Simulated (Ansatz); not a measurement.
Abridged output of a molecular run in Ansatz:

```
Functional definition: HF
945 factors; integrals over basis functions are off by at most 1.1e-3 eV
mean field evaluation 1: about -64988.6414 eV, gradient 4.5e1 eV
mean field evaluation 2: about -64988.6444 eV, gradient 4.5e1 eV
mean field evaluation 4: about -64992.7811 eV, gradient 2.8e0 eV
mean field evaluation 8: about -64992.8127 eV, gradient 2.1e-4 eV
mean field -64992.81272617 eV, -2388.4418139761 hartree, gradient 9.2e-7 eV, S^2 0.000000; 0 other end points of the search recorded, 0 dependent functions left out
16 core orbitals not correlated: weight in the atoms' cores, before any rotation towards them, 1.000 or more for the frozen orbitals, at most 0.000 for the correlated occupied ones
reference -64992.81272617 eV, -2388.4418139761 hartree; 17, 17 occupied and 65, 65 virtual orbitals, 945 factors
second order -18.56558139 eV of doubles, -0.00000000 eV of singles
cycle   1  -18.33724743 eV  change    2.3e-1 eV  update   1.2e-1
cycle   2  -18.93708887 eV  change   -6.0e-1 eV  update   3.6e-2
cycle   3  -19.07748125 eV  change   -1.4e-1 eV  update   2.0e-2
cycle   4  -19.06474851 eV  change    1.3e-2 eV  update   4.5e-3
cycle   5  -19.06185567 eV  change    2.9e-3 eV  update   2.2e-3
cycle   6  -19.06266196 eV  change   -8.1e-4 eV  update   6.2e-4
cycle   7  -19.06246962 eV  change    1.9e-4 eV  update   2.3e-4
cycle   8  -19.06238978 eV  change    8.0e-5 eV  update   7.4e-5
cycle   9  -19.06240680 eV  change   -1.7e-5 eV  update   2.3e-5
perturbative correction -0.44127955 eV, -0.0162167242 hartree
Total energy: -65012.31641252 eV, -2389.1585612293 hartree
```

Its atoms:

Z-matrix (Å, degrees):
```
Si
O 1 1.639
H 1 1.485 2 108.0
H 1 1.488 2 111.0 3 -119.5
H 1 1.488 2 111.0 3 119.5
Ga 2 1.763 1 138.2 3 179.9
F 6 1.751 2 113.0 1 0.1
H 6 1.537 2 125.1 1 -179.9
```

Problem. Which basis set was used?
A. def2-QZVPP
B. def2-SVP
C. def2-SVPD
D. cc-pV(Q+d)Z

Solution. B. It gives 98 functions.

Problem. Write the keys of the input that set method, charge and spin (a neutral closed shell needs none for the last two).

Solution. 
```yaml
correlation: {method: ccsd_t}
```
